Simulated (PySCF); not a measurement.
Zn(Br)(Me) (CH3BrZn), SMILES [CH3][Zn][Br].

The structure is a stationary point at B3LYP-D3(BJ)/def2-SVP. The structure was generated by enumeration; whether it is a known compound was not checked.

The numbers are results of PySCF with TDDFT-M06-2X/def2-SVPD, not measurements.

Vertical excitations; the highest root listed may be one member of a degenerate set. Isolated molecule, no solvent. State labels are in the subgroup Cs.

Computed lowest excited states:
```tsv
state	symmetry	energy (eV)	λ (nm)	f	main pairs
S1	A'	6.32	196	0.036	HOMO→LUMO (degenerate set)
S2	A"	6.32	196	0.036	HOMO−1→LUMO (degenerate set)
S3	A"	6.60	188	0.000	HOMO→LUMO+1 49 %, HOMO−1→LUMO+2 49 %
S4	A'	6.70	185	0.027	HOMO−2→LUMO+2 (degenerate set)
S5	A"	6.70	185	0.027	HOMO−2→LUMO+1 (degenerate set)
S6	A"	6.71	185	0.000	HOMO−1→LUMO+2, HOMO→LUMO+1 (degenerate set)
S7	A'	6.71	185	0.000	HOMO→LUMO+2, HOMO−1→LUMO+1 (degenerate set)
S8	A'	6.72	185	0.228	HOMO−2→LUMO 79 %
S9	A'	7.31	170	0.364	HOMO−1→LUMO+1 34 %, HOMO→LUMO+2 34 %, HOMO−2→LUMO 13 %, HOMO−3→LUMO 11 %
S10	A'	8.27	150	0.030	HOMO→LUMO+3 92 %
T1	A'	5.68	218	0	HOMO−2→LUMO 90 %
T2	A'	6.07	204	0	HOMO→LUMO (degenerate set)
T3	A"	6.07	204	0	HOMO−1→LUMO (degenerate set)
T4	A'	6.28	198	0	HOMO−2→LUMO+2 93 %
```
Triplets are in the Tamm–Dancoff approximation, which puts them higher than full response would, so one can lie above its singlet here.
